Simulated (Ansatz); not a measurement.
Frontier orbitals of B2O3, SMILES `O=BOB=O`.

| atom | x (Å) | y (Å) | z (Å) |
| --- | --- | --- | --- |
| O1 | 0.674 | 2.061 | -1.071 |
| B2 | 0.293 | 1.155 | -0.374 |
| O3 | -0.135 | 0.196 | 0.428 |
| B4 | -0.323 | -1.112 | 0.468 |
| O5 | -0.510 | -2.300 | 0.548 |

Total charge 0; spin multiplicity 1. The geometry is a stationary point of PBE0-D4/def2-TZVP. It is one conformer, not always the lowest. Basis def2-TZVPP, Ansatz 0.2.0.

A caution on the coupled-cluster cation, which keeps the state that its UHF reference found: large T1 diagnostic of the cation.

Orbital energies of one run (eV). Highest occupied ones, from the top: -12.67, -12.84, -13.42, -13.48, -15.04, -15.09, -17.23, -17.49, -22.27, -30.98, -30.99, -34.88, -189.19, -189.19. Empty: 0.62, 2.74, 2.74, 2.83, 2.87, 3.13.

Question: Which functional gave them?
A. ωB97X-V
B. PBE0
C. r2SCANh
D. r2SCAN0

Answer: A. HOMO energies: ωB97X-V -12.67, PBE0 -10.21, r2SCANh -9.55, r2SCAN0 -10.46 eV.
